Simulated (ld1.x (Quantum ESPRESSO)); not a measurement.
**Al, TM: configuration errors across variants**

```json
{
 "Element": "aluminium",
 "Generator": "ld1.x (Quantum ESPRESSO) 7.5",
 "Type": "norm-conserving Troullier–Martins (Kleinman–Bylander form)",
 "Functional": "LDA (PZ)",
 "Relativity": "non-relativistic",
 "Frozen core": "[Ne]",
 "Valence charge": "3",
 "Reference configuration": "3s2 3p1",
 "Partial waves": "3s (bound): rc 1.95 bohr; 3p (bound): rc 2.95 bohr",
 "Local potential": "all-electron potential smoothed inside 1.65 bohr (lloc = -2)",
 "Core correction": "none"
}
```

All-electron excitation energies from the reference (eV): (1) 3s2 3p0 5.857; (2) 3s1 3p0 25.199; (3) 3s2 3p0.5 2.129; (4) 3s1 3p1 11.637; (5) 3s1 3p2 5.122; (6) 3s0 3p3 10.435; (7) 3s2 3p1.3 -0.600; (8) 3s2 3p1 spin -0.136; (9) 3s1 3p0 spin 24.772.

Spin tests fill each open shell by Hund’s rule, majority spin first.

The overlap operator is not positive definite (basis up to 400 Ry) in “type PAW; waves now 3s (bound): rcut 1.70, rcutus 1.95 bohr; 3s channel at 2.05 Ry: rcut 1.70, rcutus 1.95 bohr; 3p (bound): rcut 2.55, rcutus 2.95 bohr; 3p channel at 2.1 Ry: rcut 2.55, rcutus 2.95 bohr; local potential all-electron potential smoothed inside 2.10 bohr (lloc = -1); core correction a·sin(br)/r model core, default radius (ld1.x builds one for every PAW set, though the input has nlcc=.false.); augmentation PSQ, inside the norm-conserving radii”. Such files are unfit for use, however small their errors in these radial tests.

2 further variants failed, have other tests or another functional or relativity, and are left out.

Errors AE − PS in meV (a dash: test not solved or not reliable):

| change | (1) | (2) | (3) | (4) | (5) | (6) | (7) | (8) | (9) | bound ghosts |
| --- | --- | --- | --- | --- | --- | --- | --- | --- | --- | --- |
| base | +3.7 | +90 | +0.6 | +23 | +8.0 | +35 | +0.1 | +6.6 | +224 | none |
| wave 3p (bound): rc 2.95 bohr becomes 3p (bound): rc 2.52 bohr | +4.3 | +92 | +0.6 | +22 | +7.4 | +33 | +0.1 | +6.7 | +226 | none |
| local potential the s channel | +3.1 | +86 | +0.5 | +23 | +8.1 | +36 | +0.1 | +6.6 | +220 | none |
| core correction a·sin(br)/r model core inside 0.88 bohr | +2.1 | +15 | +0.4 | +4.9 | -0.3 | -2.4 | +0.1 | +0.6 | +10 | none |
| type PAW; waves now 3s (bound): rcut 1.70, rcutus 1.95 bohr; 3s channel at 2.05 Ry: rcut 1.70, rcutus 1.95 bohr; 3p (bound): rcut 2.55, rcutus 2.95 bohr; 3p channel at 2.1 Ry: rcut 2.55, rcutus 2.95 bohr; local potential all-electron potential smoothed inside 2.10 bohr (lloc = -1); core correction a·sin(br)/r model core, default radius (ld1.x builds one for every PAW set, though the input has nlcc=.false.); augmentation PSQ, inside the norm-conserving radii | -1.0 | -25 | 0.0 | -4.6 | -0.9 | – | – | – | – | not determined (overlap not positive) |
| wave 3s (bound): rc 1.95 bohr becomes 3s (bound): rc 1.80 bohr | +3.7 | +90 | +0.6 | +23 | +8.0 | +35 | +0.1 | +6.6 | +224 | none |
| local potential all-electron potential smoothed inside 1.70 bohr (lloc = -2) | +3.7 | +90 | +0.6 | +23 | +8.0 | +35 | +0.1 | +6.6 | +224 | none |

(1) Give the same row for: all radii scaled by about 1.28 (s 2.50, p 3.78 bohr); local potential all-electron potential smoothed inside 2.10 bohr (lloc = -2).

Answers

(1) +4.9, +85, +0.7, +19, +5.2, +25, +0.1, +6.7, +218; bound ghosts: none.
